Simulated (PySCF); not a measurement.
Species: C5H2FN3.
Structure used (GFN2-xTB), in Å, numbered top down from 1:
```
atom  x, y, z in Å
N1     3.227    1.260   -0.572
C2     2.158    0.888   -0.401
C3     0.851    0.384   -0.173
N4    -0.199    1.144   -0.472
C5    -1.405    0.654   -0.253
C6    -1.589   -0.620    0.274
N7    -0.554   -1.388    0.580
C8     0.643   -0.900    0.363
F9     1.672   -1.679    0.676
H10   -2.232    1.301   -0.507
H11   -2.566   -1.042    0.459
```

Structure optimised with GFN2-xTB, isolated species.

Take the most abundant isotopes and a rigid rotor. 

(1) What are A, B and C (GHz)?

(2) Classify the top.

(3) Is it planar, by Δ = Ic − Ia − Ib?

(4) List the rotational levels J(Ka,Kc) to J = 4 (MHz).

(5) Estimate the classical rotational partition function at 10 K, 25 K and 298.15 K.

Answers

(1) Ia = 166.01, Ib = 314.03, Ic = 480.04 u·Å²; 505379 MHz·u·Å²/I gives 3044, 1609 and 1053 MHz, that is A = 3.0443, B = 1.6093, C = 1.0528 GHz.

(2) An asymmetric top: κ = (2 × 1609 − 3044 − 1053)/(3044 − 1053) = -0.44.

(3) Planar: Δ = Ic − Ia − Ib = 0.00 u·Å². For a rigid frame Δ = −2 Σ m c², so it vanishes when all atoms lie in the ab plane; here none is more than 0.01 Å from it.

(4) Above 0(0,0):
J = 1: 1(0,1) 2662, 1(1,1) 4097, 1(1,0) 4654
J = 2: 2(0,2) 7853, 2(1,2) 8865, 2(1,1) 10534, 2(2,1) 14839, 2(2,0) 14972
J = 3: 3(0,3) 15351, 3(1,3) 15941, 3(1,2) 19260, 3(2,2) 22826, 3(2,1) 23447, 3(3,1) 31467, 3(3,0) 31488
J = 4: 4(0,4) 24968, 4(1,4) 25261, 4(1,3) 30687, 4(2,3) 33369, 4(2,2) 35020, 4(3,2) 42331, 4(3,1) 42470, 4(4,1) 54138, 4(4,0) 54141
The levels of one J sum to (2J + 1)J(J + 1)(A + B + C)/3.

(5) Point group Cs, symmetry number σ = 1; q = (√π/σ)·√((kT/h)³/(ABC)), k/h = 20836.6 MHz/K: 2350 at 10 K, 9280 at 25 K, 382000 at 298.15 K.

Not checked by GFN2-xTB frequencies. These are rigid-rotor constants of the computed structure; measured ground-state constants (B0) also hold zero-point vibration.
